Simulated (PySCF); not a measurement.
# Potential energy of RbSr along the bond

Set-up: basis Rb def2-SVPD with ECP28, Sr def2-SVPD with ECP28; scalar-relativistic core potentials; PySCF 2.14. Energies in eV from Rb + Sr in their ground configurations at the same level. State: ²Σ⁺ (doublet), unpaired electrons σ ↑.

All columns are PBE0. A positive dipole means Rb(−)Sr(+).

```tsv
R (Å)	E (eV)	μ (D)	Mulliken charge on Rb (basis-dependent)	HOMO (eV)	LUMO (eV)	Mayer bond order	⟨S²⟩
4.053	-0.077	-1.65	0.14	-2.73	-1.43	0.60	0.76
4.242	-0.132	-1.74	0.15	-2.74	-1.44	0.56	0.76
4.430	-0.161	-1.79	0.14	-2.76	-1.46	0.53	0.76
4.572	-0.171	-1.80	0.13	-2.78	-1.47	0.51	0.76
4.713	-0.173	-1.79	0.12	-2.79	-1.48	0.48	0.76
4.854	-0.169	-1.77	0.10	-2.80	-1.48	0.46	0.76
5.043	-0.159	-1.73	0.08	-2.82	-1.49	0.42	0.76
5.279	-0.142	-1.65	0.05	-2.84	-1.49	0.38	0.76
5.561	-0.118	-1.53	0.03	-2.86	-1.48	0.32	0.75
5.938	-0.087	-1.32	0.01	-2.87	-1.45	0.25	0.75
```

A fit through these points gives, at Re = 4.689 Å, μ = -1.79 D and dμ/dR = 0.0721 D/Å; the reduced mass is 43.19 u.

Task: How strong is the fundamental in the double-harmonic approximation, I = 42.26·(dμ/dR)²/μred km/mol?

Result: I = 42.26·(0.0721)²/43.19 = 0.00509 km/mol at PBE0.

The bond is weak. Basis-set superposition, not corrected here, can be much of De in a small basis, most of all at correlated wavefunction levels. Functionals without a dispersion term scatter widely for such bonds, and LDA overbinds them. Spin–orbit coupling is left out. The state is the lowest determinant that a PBE0 search found; another state may lie lower at other levels.
